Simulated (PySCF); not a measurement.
**SMILES [C@@H]1(C)CC(=C)[SiH2][C@H]1Cl, C₆H₁₁ClSi**

Cartesian coordinates in Å; atom numbers follow the order of the lines, from 1:
```xyz
19

C    -2.213   -1.296    0.274
C    -1.251   -0.390    0.190
C    -0.142   -0.260    1.201
C     1.112    0.271    0.499
C     1.759   -0.823   -0.347
C     0.683    1.430   -0.397
Cl    0.409    2.891    0.610
Si   -1.000    0.910   -1.155
H    -2.259   -2.015    1.079
H    -3.000   -1.355   -0.458
H     0.058   -1.207    1.704
H    -0.455    0.464    1.959
H     1.838    0.617    1.243
H     2.094   -1.640    0.288
H     1.045   -1.218   -1.067
H     2.619   -0.435   -0.888
H     1.472    1.708   -1.094
H    -0.828    0.341   -2.495
H    -1.951    2.017   -1.153
```

Method: TDDFT BHandHLYP/def2-SVPD circular dichroism and optical rotation, one conformer, gas phase (PySCF 2.14.0). Geometry: GFN2-xTB.

(1) Draw the ECD and absorption spectra from the lowest 12 states, each a Gaussian of half-width 0.3 eV at 1/e height.

## Answers

(1) 
| E (eV) | λ (nm) | Δε (L mol⁻¹ cm⁻¹) | ε (L mol⁻¹ cm⁻¹) |
| --- | --- | --- | --- |
| 5.96 | 208 | +1.30 | 51 |
| 6.11 | 203 | +5.13 | 346 |
| 6.26 | 198 | +11.31 | 1720 |
| 6.41 | 194 | +11.78 | 5900 |
| 6.56 | 189 | +0.33 | 13200 |
| 6.71 | 185 | -8.30 | 18900 |
| 6.86 | 181 | +2.41 | 17500 |
| 7.01 | 177 | +19.15 | 11100 |
| 7.16 | 173 | +24.19 | 5310 |
| 7.31 | 170 | +23.69 | 2380 |
| 7.46 | 166 | +24.83 | 1550 |
| 7.61 | 163 | +18.95 | 1820 |
| 7.76 | 160 | -1.88 | 2790 |
| 7.91 | 157 | -28.70 | 3930 |
| 8.06 | 154 | -43.63 | 4180 |

Δε uses R in velocity form, ε uses f in length form. Only the states computed contribute, so the short-wavelength end is incomplete.
